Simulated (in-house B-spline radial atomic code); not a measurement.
Ionisation energies along the 13-electron series, configuration [Ne] 3s2 3p1, as differences of self-consistent energies. Dirac energy differences include first-order Breit, QED and recoil terms. NIST's values go from ground level to ground level; the uncertainty of those that are theory runs from under 0.1 % in few-electron ions to several per cent in heavy many-electron ones. Computed with a radial B-spline atomic code at the basis-set limit: Dirac-Hartree-Fock, average of the configuration, finite nuclei.

| ion | configuration after | ionisation energy (eV) | IE/(q+1)² (eV) | Breit and QED recoil part (eV) | tabulated value (eV) | tabulated kind | computed minus tabulated (eV) |
| --- | --- | --- | --- | --- | --- | --- | --- |
| Pr46+ | [Ne] 3s2 | 3748.7 | 1.697 | -3.3721 | 3832 | tabulated theory | -83 |
| Nd47+ | [Ne] 3s2 | 3906.1 | 1.6954 | -3.5869 | 3997 | tabulated theory | -91 |
| Pm48+ | [Ne] 3s2 | 4067.0 | 1.6939 | -3.8111 | 4166 | tabulated theory | -99 |
| Sm49+ | [Ne] 3s2 | 4231.4 | 1.6926 | -4.045 | 4337 | tabulated theory | -106 |
| Eu50+ | [Ne] 3s2 | ? | ? | ? | ? | tabulated theory | ? |
| Gd51+ | [Ne] 3s2 | 4570.6 | 1.6903 | -4.5437 | 4693 | tabulated theory | -122 |
| Tb52+ | [Ne] 3s2 | 4745.4 | 1.6894 | -4.809 | 4877 | tabulated theory | -132 |
| Dy53+ | [Ne] 3s2 | 4923.8 | 1.6886 | -5.0851 | 5066 | tabulated theory | -142 |
| Ho54+ | [Ne] 3s2 | 5105.8 | 1.6879 | -5.3727 | 5258 | tabulated theory | -152 |
| Er55+ | [Ne] 3s2 | 5291.4 | 1.6873 | -5.6719 | 5455 | tabulated theory | -164 |
| Tm56+ | [Ne] 3s2 | 5480.5 | 1.6868 | -5.983 | 5656 | tabulated theory | -175 |
| Yb57+ | [Ne] 3s2 | ? | ? | ? | ? | tabulated theory | ? |
| Lu58+ | [Ne] 3s2 | 5869.8 | 1.6862 | -6.6425 | 6070 | tabulated theory | -200 |
| Hf59+ | [Ne] 3s2 | ? | ? | ? | ? | tabulated theory | ? |
| Ta60+ | [Ne] 3s2 | 6273.9 | 1.6861 | -7.3541 | 6502 | tabulated theory | -228 |
| W61+ | [Ne] 3s2 | 6481.5 | 1.6861 | -7.7304 | 6735 | semi-empirical | -254 |

Task: Fill in the row of Eu50+.

Result: ionisation energy (eV): 4399.2; IE/(q+1)² (eV): 1.6914; Breit and QED recoil part (eV): -4.2892; tabulated value (eV): 4513; computed minus tabulated (eV): -114.

Task: Fill in the row of Yb57+.

Result: ionisation energy (eV): 5673.3; IE/(q+1)² (eV): 1.6865; Breit and QED recoil part (eV): -6.3064; tabulated value (eV): 5860; computed minus tabulated (eV): -187.

Task: Fill in the row of Hf59+.

Result: ionisation energy (eV): 6070.0; IE/(q+1)² (eV): 1.6861; Breit and QED recoil part (eV): -6.9916; tabulated value (eV): 6284; computed minus tabulated (eV): -214.

Where a p, d or f electron is removed, the computed value is a mean over both j, so it misses the tabulated one by a part of the spin-orbit splitting; averaging over terms and missing correlation add to the gap, relatively most at low charge.
